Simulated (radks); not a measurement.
Values are calculated unless marked as measured or tabulated.
Q: The mean radii <r> (bohr) of the occupied orbitals of an atom or ion are listed with their occupations. Level of theory: non-relativistic Kohn-Sham, SOGGA, spin-polarised, spherical densities, point nucleus (a radial shooting solver on a logarithmic mesh with Libxc functionals).

| orbital | occ. | <r> |
|---|---|---|
| 1s down | 1 | 0.06710 |
| 1s up | 1 | 0.06710 |
| 2s up | 1 | 0.3115 |
| 2s down | 1 | 0.3110 |
| 2p up | 3 | 0.2755 |
| 2p down | 3 | 0.2750 |
| 3s up | 1 | 0.9651 |
| 3s down | 1 | 0.9650 |
| 3p up | 3 | 1.034 |
| 3p down | 3 | 1.035 |
| 3d up | 4 | 1.507 |

Name the element and its charge. Open shells, if any, are filled with parallel spins first.

A: Z = 23, vanadium, charge +1: V+ in [Ar] 3d4. The 1s radius gives Z: for a bare nucleus <r> = 1.5/Z, 0.06522 bohr for Z = 23, and screening makes it slightly larger (0.06710 here). The occupations add up to 22, and the charge is Z minus that.
